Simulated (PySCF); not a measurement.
SnHBr, SMILES [Br][SnH] (connectivity only; charge and spin as stated), neutral, multiplicity 1.

Geometry optimised at PBE0-D3(BJ)/def2-TZVP. The def2 effective core potentials stand for the cores of Sn; spin–orbit coupling is left out.

Method: B3LYP/def2-TZVPD in PySCF.

Symmetry labels are those of the subgroup Cs that the program uses (full group Cs).

Computed valence orbital energies around the gap with their symmetry:
```
orbital  symmetry  energy (eV)
-------  --------  -----------
HOMO−7         A'       -28.32
HOMO−6         A'       -28.24
HOMO−5         A'       -20.49
HOMO−4         A'       -13.16
HOMO−3         A'        -8.97
HOMO−2         A"        -8.19
HOMO−1         A'        -8.15
HOMO           A'        -6.82
LUMO           A"        -3.38
LUMO+1         A'        -1.25
LUMO+2         A'        -0.22
LUMO+3         A'         0.46
```
